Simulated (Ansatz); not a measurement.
A trace of molecular dynamics of CH₅Cl₂InO (10 atoms, charge 0, multiplicity 1).

These are results of RKS B3LYP/def2-SVP in Ansatz, not measurements.

| Property | Result |
| --- | --- |
| ensemble | NVE (velocity Verlet) |
| starting velocities drawn for | 300 K |
| seed | 4167 |

```json
{"time (fs)": "0.0", "T (K)": "300", "potential energy less start (eV)": "0.000", "conserved less start (meV/atom)": "0.00"}
{"time (fs)": "4.0", "T (K)": "222", "potential energy less start (eV)": "0.082", "conserved less start (meV/atom)": "0.06"}
{"time (fs)": "8.0", "T (K)": "239", "potential energy less start (eV)": "0.064", "conserved less start (meV/atom)": "0.11"}
{"time (fs)": "12.0", "T (K)": "352", "potential energy less start (eV)": "-0.054", "conserved less start (meV/atom)": "0.00"}
{"time (fs)": "16.0", "T (K)": "402", "potential energy less start (eV)": "-0.106", "conserved less start (meV/atom)": "0.00"}
{"time (fs)": "20.0", "T (K)": "527", "potential energy less start (eV)": "-0.234", "conserved less start (meV/atom)": "0.13"}
{"time (fs)": "24.0", "T (K)": "788", "potential energy less start (eV)": "-0.504", "conserved less start (meV/atom)": "0.07"}
{"time (fs)": "28.0", "T (K)": "960", "potential energy less start (eV)": "-0.682", "conserved less start (meV/atom)": "0.02"}
{"time (fs)": "32.0", "T (K)": "1131", "potential energy less start (eV)": "-0.859", "conserved less start (meV/atom)": "0.03"}
{"time (fs)": "36.0", "T (K)": "1166", "potential energy less start (eV)": "-0.895", "conserved less start (meV/atom)": "0.08"}
{"time (fs)": "40.0", "T (K)": "1066", "potential energy less start (eV)": "-0.791", "conserved less start (meV/atom)": "0.09"}
{"time (fs)": "44.0", "T (K)": "1099", "potential energy less start (eV)": "-0.827", "conserved less start (meV/atom)": "-0.04"}
{"time (fs)": "48.0", "T (K)": "1029", "potential energy less start (eV)": "-0.754", "conserved less start (meV/atom)": "-0.05"}
{"time (fs)": "52.0", "T (K)": "1032", "potential energy less start (eV)": "-0.756", "conserved less start (meV/atom)": "0.05"}
{"time (fs)": "56.0", "T (K)": "1201", "potential energy less start (eV)": "-0.931", "conserved less start (meV/atom)": "0.03"}
{"time (fs)": "60.0", "T (K)": "1170", "potential energy less start (eV)": "-0.900", "conserved less start (meV/atom)": "0.05"}
{"time (fs)": "64.0", "T (K)": "1170", "potential energy less start (eV)": "-0.900", "conserved less start (meV/atom)": "0.01"}
{"time (fs)": "68.0", "T (K)": "1124", "potential energy less start (eV)": "-0.852", "conserved less start (meV/atom)": "0.07"}
{"time (fs)": "72.0", "T (K)": "985", "potential energy less start (eV)": "-0.706", "conserved less start (meV/atom)": "0.16"}
{"time (fs)": "76.0", "T (K)": "1015", "potential energy less start (eV)": "-0.738", "conserved less start (meV/atom)": "0.07"}
{"time (fs)": "80.0", "T (K)": "1102", "potential energy less start (eV)": "-0.830", "conserved less start (meV/atom)": "-0.04"}
{"time (fs)": "84.0", "T (K)": "1118", "potential energy less start (eV)": "-0.846", "conserved less start (meV/atom)": "0.03"}
{"time (fs)": "88.0", "T (K)": "1196", "potential energy less start (eV)": "-0.925", "conserved less start (meV/atom)": "0.09"}
{"time (fs)": "92.0", "T (K)": "1240", "potential energy less start (eV)": "-0.972", "conserved less start (meV/atom)": "0.03"}
{"time (fs)": "96.0", "T (K)": "1233", "potential energy less start (eV)": "-0.966", "conserved less start (meV/atom)": "-0.06"}
{"time (fs)": "100.0", "T (K)": "1097", "potential energy less start (eV)": "-0.824", "conserved less start (meV/atom)": "0.01"}
```

Question: Is this trajectory sound?

Answer: The conserved energy stayed within 0.16 meV per atom of its start (net change 0.012 meV per atom), so the integration is sound. The system heated up, since it started high on the potential surface and ran downhill. A run of 0.1 ps of so small a system gives no equilibrium averages. The orbitals stay closed-shell, which can raise the energy where a bond breaks towards radicals; this wasn't checked here. The time step was 0.5 fs.

Time of the run: 11 min on 2 threads of AMD EPYC 7B13 (Zen 3), on a shared host, peak memory 0.32 GiB.
